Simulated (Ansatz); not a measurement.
Total energies of the cluster Sn2O4 from Ansatz at PBE-D4/def2-TZVPD, gas phase (1 Eh = 27.2114 eV = 2625.5 kJ/mol). The reference geometry is relaxed at r2SCAN-D4/def2-SVP.

Cartesian coordinates in Å:
```
Sn -1.7178 0.5747 0.3388
Sn 1.3151 0.5616 -0.9181
O -0.0924 -1.1503 0.7343
O -0.2138 1.7252 -0.2472
O -0.5253 -0.9759 -0.7020
O 1.2343 -0.7353 0.7941
```

```
                 state                        geometry  energy (Eh)
      charge 0 singlet                       reference   -729.31162
     charge -1 doublet                       reference   -729.33635
     charge -1 doublet  relaxed at r2SCAN-D4/def2-SVPD   -729.44732
free Sn atom (triplet)                               –   -214.24945
 free O atom (triplet)                               –    -75.01069
```

In the def2 sets Sn takes a core potential; there is no spin–orbit coupling. The structure holds 2 bonds between oxygen atoms, so isomers without such links may lie far lower.

Q: Work out the vertical electron affinity, to the doublet.

A: E(charge 0 singlet) − E(charge -1 doublet) = -729.31162 − (-729.33635) = 0.02473 Eh = 0.67 eV.

Q: How much does the charge -1 doublet relax, and what is the adiabatic electron affinity?

A: Relaxation: -729.33635 − (-729.44732) = 0.11097 Eh = 3.02 eV. Adiabatic electron affinity: 0.13570 Eh = 3.69 eV, without zero-point energy. Bonds change on the way (1 lost, 0 formed), so the relaxed form is another species. 

Q: What is the binding energy per atom against free atoms?

A: Atoms: 2 × (-214.24945) + 4 × (-75.01069) = -728.54166 Eh. Binding: -728.54166 − (-729.31162) = 0.76996 Eh = 20.95 eV, or 3.49 eV for each of 6 atoms (no zero-point energy, no counterpoise term).

The restricted singlet is unstable towards broken spin symmetry in Hartree–Fock (as tested in another run); at PBE-D4/def2-TZVPD this wasn't settled. At PBE-D4/def2-TZVPD the highest occupied level of the charge -1 doublet lies above zero (up to 1.45 eV). By energy differences its removal costs 0.67 eV (vertical, to the charge 0 singlet, at PBE-D4/def2-TZVPD); a positive level beside a positive removal energy at the same level points to self-interaction error. At PBE-D4/def2-TZVPD the gap within one spin of the charge -1 doublet nearly closes, so an electron or hole may be smeared out by delocalisation error. 

The structure comes from a short search, and lower isomers may exist.
